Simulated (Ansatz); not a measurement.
Born–Oppenheimer molecular dynamics of AlClF$_{2}$H$_{2}$ (6 atoms, charge 0, multiplicity 1). It starts at the highest image of a converged band, a first-order saddle point between two minima.

Computed with Ansatz 0.2.0, RKS B3LYP-D4/def2-SVPD.

- ensemble: NVE (velocity Verlet)
- time step: 0.5 fs
- steps asked: 200
- starting velocities drawn for: 300 K
- seed: 6273

First frame:

```xyz
6
Properties=species:S:1:pos:R:3
Al 0.040 -0.226 -0.007
F -0.001 0.012 1.799
H 1.366 0.198 -0.698
F -1.472 0.064 -0.666
Cl 0.087 -2.420 0.885
H 0.027 -1.228 1.822
```

**Question.** What does the run give?

**Answer.** All steps were run.

```yaml
steps_done: 200
time_covered: 100 fs
mean_temperature_over_the_second_half: 524 K
spread_of_the_potential_energy_over_the_second_half: 8.4 meV per atom
mean_potential_energy_of_the_second_half_above_the_start: -19.3 meV per atom
```

The conserved energy stayed within 0.12 meV per atom of its start (net change 0.051 meV per atom), so the integration is sound. The kinetic energy rose, since the run started high on the potential surface and went downhill. It ends in pieces (AlF2H + ClH), so much of that is their flight and rotation, not heat. A run of 0.1 ps of so small a system gives no equilibrium averages. The orbitals stay closed-shell, which can raise the energy where a bond breaks towards radicals; this wasn't checked here.

**Question.** What happens to the structure?

**Answer.** Between its relaxed ends the band would form F2–H6 and break Cl5–H6. These pairs go: F2–H6 1.24 → 3.44 Å, Cl5–H6 1.52 → 1.34 Å. In the last frame they stand as before the step (other bonds may differ from the relaxed reactants and products). Also parted: Al1–Cl5 2.37 → 2.92 Å. It ends as AlF2H + ClH. Pairs count as bonded within 1.25 times the sum of covalent radii (0.12 Å more for H–H). This is one draw of velocities; another would differ in detail.

**Question.** How do temperature and energy run in time?

**Answer.** 
```
time (fs)  T (K)  potential energy less start (eV)  conserved less start (meV/atom)
        0    300                             0.000                             0.00
        5    180                             0.063                             0.07
       10    155                             0.075                             0.05
       15    134                             0.086                             0.04
       20    117                             0.095                             0.08
       25    222                             0.041                             0.03
       30    248                             0.027                             0.05
       35    287                             0.007                             0.05
       40    383                            -0.043                             0.02
       45    412                            -0.057                             0.06
       50    611                            -0.161                            -0.03
       55    630                            -0.170                             0.01
       60    570                            -0.139                             0.08
       65    621                            -0.166                             0.04
       70    553                            -0.130                             0.10
       75    578                            -0.143                             0.04
       80    548                            -0.128                             0.00
       85    455                            -0.080                             0.03
       90    466                            -0.086                            -0.01
       95    339                            -0.020                             0.06
      100    361                            -0.031                             0.05
```

Time of the run: 4.6 min on 4 threads of Arm Neoverse V1, on a shared host, peak memory 0.25 GiB.
